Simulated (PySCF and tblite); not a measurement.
C₅H₁₀O₂, numbered as in [CH3:1][C:2]([CH3:3])([CH3:4])[C:5](=[O:6])[OH:7].

Search: ETKDG and KDG, MMFF94s, GFN2-xTB, 90 starts; geometries at PBE0-D3(BJ)/def2-SVP. Energies: B3LYP-D3(BJ)/def2-TZVP (IEF-PCM, chloroform), with GFN2-xTB thermal terms (modes under about 100 cm⁻¹ blended into free rotors). Symmetry numbers and mirror images are counted. Conformers within 3 kcal/mol (GFN2-xTB free energy) were kept, 8 at most. GIAO shieldings: PBE0/pcSseg-1 (IEF-PCM, chloroform). Shifts are against TMS (¹H), TMS (¹³C) at the same level. (PySCF 2.14, tblite 0.8.)

Torsions listed: C1–C2–C5–O7, O6–C5–O7–H7.

```json
{"conformer": "1", "shape": "-178°, 0°", "weight %": "100.0", "dipole D": "2.11"}
```

(1) How do the computed shifts compare with measured ones?

Results:

(1) 
```csv
nucleus,signal,leading conformer,average,measured,medium
¹H,H1/H3/H4,1.23,1.23,1.23,not stated per compound (mostly CDCl3 or CCl4)
¹³C,C1/C3/C4,29.0,29.0,27.1,not stated per compound (mostly CDCl3 or CCl4)
¹³C,C2,39.4,39.4,38.7,not stated per compound (mostly CDCl3 or CCl4)
```

Measured values: Pretsch, Buehlmann, Badertscher, Structure Determination of Organic Compounds, 4th ed. (2009). Mean difference for ¹³C: 1.30 ppm, scatter 0.60 ppm. The computed shifts are unscaled and lack vibrational corrections.
